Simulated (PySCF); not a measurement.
Compound: ortho-tolunitrile, C8H7N.
Geometry (PBE0-D3(BJ)/def2-TZVP, Å), atoms numbered from 1 in this order:
```xyz
16
C8H7N angstrom
C      1.9818    0.7936    0.1910
C      0.5489    0.4016    0.0302
C     -0.4307    1.3348   -0.2836
C     -1.7572    0.9638   -0.4430
C     -2.1394   -0.3605   -0.2878
C     -1.1863   -1.3116    0.0244
C      0.1466   -0.9337    0.1822
C      1.1201   -1.9264    0.5016
N      1.9148   -2.7207    0.7569
H      2.0941    1.8773    0.1671
H      2.3915    0.4210    1.1327
H      2.5942    0.3678   -0.6088
H     -0.1440    2.3735   -0.4055
H     -2.4985    1.7159   -0.6881
H     -3.1752   -0.6516   -0.4113
H     -1.4597   -2.3519    0.1503
```

The closed-shell ground state was solved at several levels (PySCF, density fitting, gas phase, non-relativistic). Isolated species at its PBE0-D3(BJ)/def2-TZVP geometry, gas phase.

```csv
level,basis functions,total energy (Eh),HOMO (eV),LUMO (eV),gap (eV),dipole (D)
PBE0/pcSseg-2,422,-363.4998,-7.61,-1.54,6.07,4.38
wB97X-D/pcSseg-2,422,-363.8028,-9.32,0.16,9.48,4.39
KT3/pcSseg-2,422,-369.8865,-6.61,-2.33,4.28,4.26
```

What might B97-2/pcSseg-2 (422 basis functions) give for the same quantities?

Total energy -363.8029 Eh, HOMO -7.37 eV, LUMO -1.57 eV, gap 5.80 eV, dipole 4.38 D.

Over all these levels, which gives the widest orbital gap and which the narrowest?

wB97X-D/pcSseg-2 (range-separated hybrid) has the widest, 9.48 eV, and KT3/pcSseg-2 (GGA) the narrowest, 4.28 eV. From the narrowest to the widest the HOMO moves by -2.71 eV and the LUMO by +2.49 eV.

In the pcSseg-2 basis, how does the gap go with the fixed share of exact exchange?

KT3 (0 %) 4.28 eV; B97-2 (21 %) 5.80 eV; PBE0 (25 %) 6.07 eV. Each rise in the share widens the gap here.

How far do the dipole and the HOMO energy spread over the levels?

The dipole runs from 4.26 to 4.39 D (mean 4.35 D) and the HOMO from -9.32 to -6.61 eV.

The pairwise dispersion term of wB97X-D wasn't added to the energies; at a given geometry it leaves orbitals and properties as they are.
